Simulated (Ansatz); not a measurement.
Input for Ansatz (a program for electronic structure): R-B3LYP/def2-TZVPP on OSi (SMILES O=[Si]), 2S+1 = 1, a spin state set in the input, which need not be the lowest.

Ansatz 0.2 input:
```yaml
crystal:
  periodic: [false, false, false]
  atoms:
    - {symbol: O, position_ang: [-0.00000000, -0.00000000, -0.96290494]}
    - {symbol: Si, position_ang: [0.00000000, 0.00000000, 0.55023140]}
basis:
  gaussian:
    orbitals: def2-TZVPP
hamiltonian:
  xc: {name: B3LYP}
```

The head of its log:

```
WARN ansatz: RAYON_NUM_THREADS=1 ignored (pool sized by the plan → 1); use --threads N
Functional definition: B3LYP
integrals: 0.01 GiB planned
442 factors; their error is unknown
mean field: 0.14 GiB planned
mean field evaluation 1: about -9916.7896 eV, gradient 7.2e1 eV
mean field evaluation 2: about -9791.9070 eV, gradient 2.0e2 eV
```

### Question
Give the final energy of this run.

### Answer
-364.7865 hartree.
